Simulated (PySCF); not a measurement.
C3H4F2Si, SMILES C#CC(F)(F)[SiH3].

Geometry: PBE-D3(BJ)/def2-SVP. The structure was generated by enumeration, and PubChem lists no compound with its InChIKey, so it may never have been made.

Two levels are set side by side: TDA-PBE/def2-SVPD (PySCF) and TDA-B3LYP/def2-SVPD (PySCF). Vertical, same geometry. The lowest singlet is HOMO→LUMO 98 % with PBE and HOMO→LUMO 93 % with the other functional; states are paired by order. Differences are taken from unrounded values.

```
quantity                               TDA-B3LYP  TDA-PBE  TDA-PBE minus TDA-B3LYP
-------------------------------------  ---------  -------  -----------------------
lowest singlet excitation (eV)              5.91     5.74                    -0.17
lowest triplet excitation (TDA) (eV)        4.93     4.87                    -0.06
first bright state (f over 0.05) (eV)       7.29     6.64                    -0.65
its oscillator strength                     0.09     0.05                    -0.03
```

Rough cost on one machine, each run with all the roots and properties that it gave: TDA-B3LYP against TDA-PBE about 2 times.
